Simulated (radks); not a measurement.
Values are calculated unless marked as measured or tabulated.
Question: These are the eigenvalues of the occupied orbitals of an atom or ion with whole-number occupations (hartree). Level of theory: scalar-relativistic Kohn-Sham, RPBE, spin-polarised, spherical densities, point nucleus (a radial shooting solver on a logarithmic mesh with Libxc functionals).

orbital  eigenvalue
1s down   -806.9788
1s up     -806.9784
2s up     -116.6677
2s down   -116.6463
2p up     -104.5469
2p down   -104.5311
3s up     -21.15680
3s down   -21.14692
3p up     -17.17585
3p down   -17.16432
3d up     -10.77945
3d down   -10.76036
4s up      -3.58301
4s down    -3.48181
4p up      -2.48065
4p down    -2.37199
4d up      -0.92787
4d down    -0.81741

Which element is it, and in what charge state? The configuration may be excited. Open shells, if any, are filled with parallel spins first.

Answer: Z = 44, ruthenium, charge +2: Ru2+ in [Kr] 4d6. The list shows which subshells hold electrons but not how many an open one holds; the 1s level, -806.98 hartree, gives Z - s = 40.2 by -(Z - s)^2/2, which with screening and relativity narrows Z to a few neighbours, and the depths of the outer levels then fix element, charge and occupations together.
